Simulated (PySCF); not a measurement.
A calculated (HSE06, PySCF 2.14, x2c-TZVPPall with one added diffuse shell each of s, p, d, f type, the spin-free X2C one-electron Hamiltonian (Gaussian nucleus)) atom or ion has these occupied shells.

| shell | electrons | orbital energy (eV) | rms radius, mean of both spins (bohr) |
| --- | --- | --- | --- |
| 1s α | 1 | -7031.8 | 0.0675 |
| 1s β | 1 | -7031.8 | 0.0675 |
| 2s α | 1 | -827.32 | 0.289 |
| 2s β | 1 | -826.35 | 0.289 |
| 2p α | 3 | -702.80 | 0.261 |
| 2p β | 3 | -701.97 | 0.261 |
| 3s α | 1 | -92.604 | 0.878 |
| 3s β | 1 | -89.931 | 0.878 |
| 3p α | 3 | -57.373 | 0.948 |
| 3p β | 3 | -54.497 | 0.948 |
| 3d α | 5 | -3.279 | 1.78 |
| 3d β | 3 | -1.728 | 1.78 |

Name the element and its charge.

Fe (iron, neutral), in [Ar] 3d8, high-spin 3F determinant (an excited configuration).
